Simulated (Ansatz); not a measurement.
Breaking the Ge1–H3 bond in BrGeH3 (SMILES [GeH3][Br]) (multiplicity 1 held, fragments rigid). Energies count from the point at 1.533 Å.
Geometry at that point (charge 0, multiplicity 1):
```xyz
5

Ge    -1.146     0.047     0.005
Br     1.184    -0.048    -0.005
H     -1.540     1.484    -0.354
H     -1.607    -0.332     1.416
H     -1.642    -0.956    -1.043
```

Active spaces are followed from a long bond inwards. Levels need not reach the same state.

Cores are frozen in the correlated methods. Filled d and f shells under p-block atoms count as core.

Programs: Ansatz (Gaussian orbitals). Values without a source in brackets are computed.

Problem. Predict the energy at R = 4.905 Å from FIC-MRCISD+Q on CASSCF(2,2)/cc-pVDZ.

Solution. 352 kJ/mol

Problem. Give the energy at R = 4.905 Å at the level CASSCF(2,2)/cc-pVDZ.

Solution. 327 kJ/mol

Ansatz is a quantum-chemistry and plane-wave program.
